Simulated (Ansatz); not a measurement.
Ansatz results at the PBE0-D4/def2-TZVP geometry: LUMO energy (B3LYP/def2-TZVPP) -1.76 eV; HOMO–LUMO gap (ωB97M-V/def2-TZVPP) 10.07 eV; LUMO energy (ωB97M-V/def2-TZVPP) 0.08 eV.

Each molecule was computed in one conformer, which needn't be the lowest.

Question: Which molecule gave them?
A. `OC[Se]CF`
B. `[SiH3]NCS`
C. `[CH3][AlH][CH](F)F`
D. `COC(F)(F)Cl`

Answer: C. The others give `OC[Se]CF`: -0.21, 10.95, 1.89; `[SiH3]NCS`: -0.21, 10.79, 1.73; `COC(F)(F)Cl`: 0.17, 14.42, 2.78.

B3LYP here is the variant with VWN-RPA as its local correlation; programs differ in this.
